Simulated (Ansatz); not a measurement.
`[SiH3][O][GaH2]`, charge 0, multiplicity 1.

Give a relaxed structure at PBE0-D4/def2-TZVP (Ansatz). (Estimate.)

The calculation gave: 
Z-matrix (Å, degrees):
```
Si
O 1 1.629
H 1 1.488 2 110.0
H 1 1.492 2 111.4 3 120.2
H 1 1.488 2 110.0 3 -119.7
Ga 2 1.785 1 139.3 3 -120.2
H 6 1.555 2 113.8 1 179.9
H 6 1.560 2 116.0 1 -0.1
```
Point group Cs.
